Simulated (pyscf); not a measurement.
# •H₂C–I, doublet

Gas-phase minimum from PySCF at ωB97X-D3(BJ)/def2-SVP, one conformer. 

SMILES: [CH2]I
```xyz
4

C      0.5126    -0.4112     0.3494
I      1.7495     0.9222    -0.5742
H      0.7163    -0.6808     1.3863
H     -0.3243    -0.8233    -0.2153
```
Charge 0, spin multiplicity 2.

Bond lengths (Å): C1–I2 2.040, C1–H3 1.091, C1–H4 1.090. Angles (°): I2–C1–H3 118.6, I2–C1–H4 118.6, H3–C1–H4 122.8.

Properties at ωB97X-D3(BJ)/def2-SVP:

```yaml
harmonic_wavenumbers_unscaled: 211, 650, 856, 1358, 3197, 3356 cm⁻¹
zero_point_energy: 13.8 kcal/mol
rotational_symmetry_number: 2
Entropy of this conformer at 298 K and 1 atm, rigid rotor and harmonic oscillator, modes under 100 cm⁻¹ raised to 100: 266.1 J/(mol K)
dipole_moment: 0.63 D
Spin expectation value S2: 0.755
```

Single-point totals, which compare only within one level (frozen core for MP2 and CC):

| level | total energy (hartree) |
|---|---|
| ωB97X-D3(BJ)/def2-TZVP | -337.07039 |
| PBE/def2-TZVP | -336.89564 |
| r²SCAN/def2-TZVP | -337.05673 |
| B3LYP-D3(BJ)/def2-TZVP | -337.06647 |
| PBE0-D3(BJ)/def2-TZVP | -336.92880 |
| M06-2X/def2-TZVP | -336.85941 |
| ωB97M-D3(BJ)/def2-TZVP | -337.04802 |
| UHF/def2-TZVPP | -335.65542 |
| MP2/def2-TZVPP | -336.29892 |
| CCSD/def2-TZVPP | -336.28779 |
| CCSD(T)/def2-TZVPP | -336.30429 |

The CCSD(T) − MP2 part came from Ansatz, without density fitting, on the same reference. The frozen core leaves the outer d or s,p core shells of the metals and heavy elements correlated in the MP2 and CC values, and def2-TZVPP describes them poorly, so these totals are far from the basis limit. Elements past Kr carry the def2 core potentials, without spin-orbit coupling.
